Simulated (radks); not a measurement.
Species: Co III. Configuration: [Ar] 3d5 4p2 (not the ground configuration). Method: non-relativistic Kohn-Sham, PBE, spin-polarised, spherical densities, point nucleus; open shells are filled with parallel spins first; computed with a radial shooting solver on a logarithmic mesh with Libxc functionals.

Normalised radial functions P(r) = r R(r), r in bohr:

| r | 3p up |
|---|---|
| 0.004715 | 0.0047 |
| 0.005402 | 0.0061 |
| 0.006189 | 0.0079 |
| 0.007034 | 0.0101 |
| 0.008059 | 0.0131 |
| 0.009233 | 0.0169 |
| 0.01049 | 0.0214 |
| 0.01202 | 0.0276 |
| 0.01377 | 0.0353 |
| 0.01565 | 0.0445 |
| 0.01793 | 0.0567 |
| 0.02038 | 0.0708 |
| 0.02335 | 0.0893 |
| 0.02676 | 0.1120 |
| 0.03041 | 0.1378 |
| 0.03484 | 0.1705 |
| 0.03991 | 0.2090 |
| 0.04537 | 0.2510 |
| 0.05197 | 0.3016 |
| 0.05955 | 0.3576 |
| 0.06768 | 0.4140 |
| 0.07754 | 0.4755 |
| 0.08812 | 0.5317 |
| 0.101 | 0.5846 |
| 0.1157 | 0.6243 |
| 0.1315 | 0.6424 |
| 0.1506 | 0.6329 |
| 0.1726 | 0.5854 |
| 0.1961 | 0.4995 |
| 0.2247 | 0.3605 |
| 0.2554 | 0.1850 |
| 0.2926 | -0.0427 |
| 0.3352 | -0.2994 |
| 0.381 | -0.5495 |
| 0.4365 | -0.8005 |
| 0.5001 | -1.0098 |
| 0.5684 | -1.1466 |
| 0.6512 | -1.2124 |
| 0.746 | -1.1919 |
| 0.8479 | -1.1014 |
| 0.9714 | -0.9482 |
| 1.104 | -0.7733 |
| 1.265 | -0.5807 |
| 1.449 | -0.4039 |
| 1.647 | -0.2661 |
| 1.887 | -0.1566 |
| 2.162 | -0.0835 |
| 2.457 | -0.0416 |
| 2.815 | -0.0175 |
| 3.225 | -0.0063 |
| 3.666 | -0.0021 |
| 4.2 | -0.0005 |
| 4.773 | -0.0001 |
| 5.468 | 0.0000 |
| 6.265 | 0.0000 |
| 7.121 | 0.0000 |
| 8.158 | 0.0000 |

3p up: eigenvalue -103.94 eV, 1 radial node at r = 0.286 bohr, <r> = 0.796 bohr, 90 % of the charge inside 1.22 bohr.
